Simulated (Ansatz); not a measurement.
The cluster Ag2Sn, relaxed as a singlet with RKS B3LYP-D4/def2-TZVP in Ansatz, starting from the GFN1-xTB geometry. Force threshold 0.02 eV/Å.

In the def2 sets Ag, Sn take a core potential; there is no spin–orbit coupling. The restricted singlet is unstable towards broken spin symmetry in Hartree–Fock (as tested in another run); at B3LYP-D4/def2-TZVP this wasn't settled. The relaxation made no stability test and no search for a lower SCF solution. No other spin state of charge 0 was run. The structure comes from a short search, and lower isomers may exist.

Start:

```xyz
3

Ag    0.981    0.017    1.802
Ag   -1.648    0.583   -1.072
Sn    0.667   -0.600   -0.730
```

| step | energy (eV) | largest force component (eV/Å) | SCF passes |
| --- | --- | --- | --- |
| 1 | -13837.5209 | 0.370 | 17 |
| 2 | -13837.5682 | 0.076 | 21 |
| 3 | -13837.5754 | 0.074 | 23 |
| 4 | -13837.5990 | 0.058 | 28 |
| 5 | -13837.6011 | 0.010 | 21 |

Force components are those of the run's own axes.

End:

```xyz
3

Ag    0.644    0.143    1.605
Ag   -1.469    0.599   -0.703
Sn    0.826   -0.742   -0.902
```

Bonds formed: Ag1–Ag2 (atoms count from 1). The end is the same structure that another start reached, the lowest one found.

No frequencies were taken in this run, so the end may be a saddle point.

Hardware: 4 threads of Arm Neoverse V2 on a shared host. Wall time 8 s.
